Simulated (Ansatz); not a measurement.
`[NH2][GeH]` + HCl → `[Cl][GeH]` + NH₃ at 500 K and 1 bar (ligand exchange at a Ge–N bond).

Gas-phase electronic energies from Ansatz, PBE0-D4/def2-TZVP geometries. CCSD(T)/CBS adds triple-zeta CCSD(T) − MP2 to the extrapolated MP2 energy (def2 sets, frozen cores). This one scheme is used for every species. For Ge outer-core shells are correlated without core-valence functions, which leaves a few kJ/mol of doubt a bond. Scalar relativity is left out up to krypton.

```csv
species,CCSD(T)/CBS energy (Eh),H − E (kJ/mol),S (J/(mol·K))
`[NH2][GeH]`,-2132.60664,108.6,289.7
HCl,-460.38127,32.5,201.9
`[Cl][GeH]`,-2536.49422,38.3,287.7
NH₃,-56.50880,108.2,211.8
```

H − E and S are ideal-gas, rigid-rotor, harmonic terms from PBE0-D4/def2-TZVP. 1 Eh = 2625.50 kJ/mol, R = 8.31446 J/(mol·K).

Problem. By hand: ΔE, ΔH, ΔS and ΔG.

Solution. ΔE = (-2536.49422) + (-56.50880) − (-2132.60664) − (-460.38127) = -0.01511 Eh = -39.7 kJ/mol. Δ(H − E) = 38.3 + 108.2 − 108.6 − 32.5 = 5.4, so ΔH = -34.3 kJ/mol. ΔS = 287.7 + 211.8 − 289.7 − 201.9 = 7.9 J/(mol·K). ΔG = -34.3 − 500 × (7.9)/1000 = -38.2 kJ/mol.

Problem. By hand: the equilibrium constant, and the temperature at which ΔG would vanish if ΔH and ΔS stayed fixed.

Solution. log₁₀ K = −ΔG/(RT ln 10) = 4.0. ΔH and −TΔS have one sign here, so there is no such temperature.

The number of gas molecules stays the same, so ΔS is small and ΔH decides. A doubt of 5 kJ/mol in ΔE shifts log₁₀ K by 0.5 here. These are equilibria of isolated gas molecules and say nothing of rates. Largest T1 diagnostic: 0.015 (customary marks: 0.02 for closed shells, 0.045 for open ones).
